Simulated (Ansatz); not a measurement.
Cost and result up the ladder for (ZnSe)6 prism (Zn₆Se₆) (12 atoms). The state is a singlet with charge 0. Geometry: r2SCAN-D4/def2-SVP.

```tsv
atom	x (Å)	y (Å)	z (Å)
Se1	1.209	-0.206	-2.718
Se2	-0.683	-2.879	0.362
Se3	-2.700	0.959	-0.826
Se4	0.683	2.879	-0.362
Se5	2.700	-0.959	0.826
Se6	-1.209	0.206	2.718
Zn7	-0.512	1.182	-1.785
Zn8	1.023	-1.739	-0.881
Zn9	-1.952	-0.852	0.559
Zn10	-1.023	1.739	0.881
Zn11	1.952	0.852	-0.559
Zn12	0.512	-1.182	1.785
```

Ansatz; hardware A = 2 threads of AMD EPYC 7R13 on a shared host and a share (18 GiB) of an NVIDIA H100 80GB HBM3; B = 2 threads of AMD EPYC 7R13 on a shared host. Times are rough, and most runs start from the orbitals of an earlier one. PBE0-D4/def2-TZVP serves as the yardstick here, not as an exact answer. Differences are given only for rows in sets of like size (and for xTB, whose basis is part of the method), since another set adds its own error. Binding counts from free atoms at the same level (Se triplet, Zn singlet; other spins of the atoms weren't run), without zero-point energy or a counterpoise term.

Correlated methods freeze 108 core orbitals; core or outer-core shells of Se are correlated, in sets that lack core-valence functions. The rows differ in basis, and correlated rows in double-zeta sets carry the largest basis error. Single mean-field runs in def2-TZVP are fitted with def2-universal-jkfit.

Correlated methods converge slowly with the basis, most of all in double-zeta sets.

```
                             level  functions  wall time  binding energy per atom (eV)  difference from PBE0-D4/def2-TZVP (eV)
               PBE-D4/def2-SVP [A]        378      3.7 s                          2.63                                       –
           r2SCAN-D4/def2-TZVP [A]        576      4.4 s                          2.49                                    0.06
             PBE0-D4/def2-TZVP [A]        576      4.6 s                          2.43                                    0.00
                  MP2/def2-SVP [A]        378      4.8 s                          2.38                                       –
PBE-D4/def2-TZVP (with forces) [A]        576      5.5 s                          2.40                                   -0.03
              PBE0-D4/def2-SVP [A]        378      5.5 s                          2.60                                       –
              RPA@PBE/def2-SVP [A]        378      7.5 s                          1.90                                       –
            PBE-QIDH/def2-TZVP [A]        576        8 s                          2.48                                    0.05
                     HF/STO-3G [B]        216    4.1 min                          2.27                                       –
```
